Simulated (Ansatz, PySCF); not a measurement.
Gas-phase reaction (SMILES): FSF [fluoro thiohypofluorite] + H+ → F[SH+]F; protonation at S, whose ΔH is minus the proton affinity.

Geometries: B3LYP-D3(BJ)/def2-TZVP minima from Ansatz (an electronic-structure program). Cores are frozen in the correlated levels unless marked. No spin-orbit coupling. No relativistic terms. Basis-set limits of correlation are two-point, X^-3; Hartree-Fock from the larger set. Thermal terms are rigid-rotor harmonic-oscillator values from B3LYP-D3(BJ) frequencies (PySCF) at 298.15 K and 1 atm. 1 Eh = 627.5095 kcal/mol. The proton has no electrons: its energy is zero and its thermal terms are those of translation.

| species | E, CCSD(T)/CBS(cc-pV(T+d)Z,cc-pV(Q+d)Z) (Ansatz) (Eh) | E, wB97X-V/def2-TZVPD (Ansatz) (Eh) | H - E (Eh) | G - E (Eh) |
|---|---|---|---|---|
| FSF | -597.28709 | -597.80290 | 0.00877 | -0.02054 |
| H+ | 0.00000 | 0.00000 | 0.00236 | -0.01000 |
| F[SH+]F | -597.55136 | -598.06728 | 0.01992 | -0.00993 |

Problem. Work out ΔE and ΔH, ΔG, ΔS and the equilibrium constant at 298.15 K at the first level, then ΔH at the second.

Solution. 
1. ΔE = [(-597.55136)] - [(-597.28709) + (0.00000)] = -0.26427 Eh = -165.8 kcal/mol at CCSD(T)/CBS(cc-pV(T+d)Z,cc-pV(Q+d)Z).
2. The terms H - E add up to 0.00879 Eh, so ΔH = (-0.26427 + (0.00879))×627.5095 = -160.3 kcal/mol.
3. The terms G - E add up to 0.02061 Eh, so ΔG = -152.9 kcal/mol, and ΔS = (0.00879 - (0.02061))×627509.5/298.15 = -24.9 cal/(mol K).
4. log10 K = -ΔG/(RT ln 10) = 112.1, with RT ln 10 = 1.3642 kcal/mol.
5. At wB97X-V/def2-TZVPD the same steps give ΔE = -165.9 and ΔH = -160.4 kcal/mol, a shift of -0.1 from the first level.
6. These values are not checked against measurement here, since the tables used lack a sound gas-phase enthalpy of formation for at least one species, or one in the same ion convention.
